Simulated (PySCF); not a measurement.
Species: C7H10F2O.
Numbering: `[CH3:1][CH2:2][C@H:3]1[CH2:4][C@@:5]([F:6])([C:7](=[O:8])[F:9])[CH2:10]1`

Cartesian coordinates in Å at the PBE0-D3(BJ)/def2-SVP level; atoms count from 1:
```
atom  x, y, z in Å
C1    -2.524    0.238    0.490
C2    -1.263   -0.610    0.478
C3    -0.415   -0.404   -0.766
C4     0.328    0.951   -0.854
C5     1.682    0.225   -0.682
F6     2.570    0.449   -1.694
C7     2.338    0.500    0.650
O8     1.873    0.251    1.712
F9     3.519    1.095    0.530
C10    0.951   -1.128   -0.761
H11   -2.289    1.312    0.408
H12   -3.093    0.099    1.421
H13   -3.189   -0.018   -0.350
H14   -1.530   -1.679    0.545
H15   -0.646   -0.392    1.366
H16   -1.017   -0.621   -1.663
H17    0.294    1.431   -1.841
H18    0.080    1.692   -0.081
H19    1.204   -1.630   -1.704
H20    1.129   -1.812    0.081
```

Definitions: NICS(0) = −σiso at the ring centroid; NICS(1) = −σiso and NICS(1)zz = −σzz at ±1 Å along the ring normal z. Level: GIAO B3LYP/pcSseg-1 (PySCF, non-relativistic, gas phase) on the PBE0-D3(BJ)/def2-SVP geometry, one conformer.

Ring bond lengths (Å): C3–C4 1.548, C4–C5 1.545, C5–C10 1.540, C10–C3 1.545.

Question: Give the NICS values of each ring in ppm.

Answer: 
| ring | type | NICS(0) | NICS(1), two faces | NICS(1)zz, two faces | rms pucker (Å) | centre to ring atoms, mean (Å) |
| --- | --- | --- | --- | --- | --- | --- |
| C3–C4–C5–C10 | 4-membered carbocycle; formal bonds all single | -0.2 | 0.2 / -1.0 | 3.8 / 1.5 | 0.04 | 1.09 |

Question: What can be read from them?

Answer: 
- C3–C4–C5–C10: mean NICS(1)zz 2.6 ppm, near zero. C3, C4, C5, C10 have four or more neighbours; no verdict on aromaticity is drawn.

Question: List the ring angles.

Answer: 
- C3–C4–C5–C10: C3 89.2°, C4 90.2°, C5 89.5°, C10 90.5°; sum 359.3° against 360° for a flat convex ring.

Question: What are the shieldings of the ring atoms and their hydrogens in the same run (means over atoms taken as equivalent)?

Answer: 
| atoms | environment | σ isotropic (ppm) |
| --- | --- | --- |
| C3 | four-membered-ring carbon | 150.8 |
| C4 (×2) | four-membered-ring carbon | 138.0 |
| C5 | sp3 C–F carbon | 88.2 |
| H16 | methine hydrogen | 29.42 |
| H17 (×2) | methylene hydrogen | 28.78 |
| H18 (×2) | methylene hydrogen | 29.21 |

Question: How do the values depend on the level or the medium?

Answer: 
```
                            level  NICS(0), C3–C4–C5–C10  mean NICS(1)zz, C3–C4–C5–C10
              B3LYP/pcSseg-1, gas                   -0.2                           2.6
               PBE0/pcSseg-1, gas                   -0.3                           2.7
PBE0/pcSseg-1, IEF-PCM chloroform                   -0.3                           2.7
     PBE0/pcSseg-1, IEF-PCM water                   -0.3                           2.7
```

The geometry is the same throughout; the continuum's cavity takes Bondi-type radii × 1.2.
